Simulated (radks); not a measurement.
Q: The mean radii <r> (bohr) of the occupied orbitals of an atom or ion are listed with their occupations. Method: non-relativistic Kohn-Sham, TPSS, spin-unpolarised, spherical densities, point nucleus; meta-GGA in the generalised Kohn-Sham scheme; computed with a radial shooting solver on a logarithmic mesh with Libxc functionals.

| orbital | occ. | <r> |
|---|---|---|
| 1s | 2 | 0.2291 |
| 2s | 2 | 1.241 |
| 2p | 2 | 1.279 |

Name the element and its charge.

A: Z = 7, nitrogen, charge +1: N+ in [He] 2s2 2p2. The 1s radius gives Z: for a bare nucleus <r> = 1.5/Z, 0.2143 bohr for Z = 7, and screening makes it slightly larger (0.2291 here). The occupations add up to 6, and the charge is Z minus that.
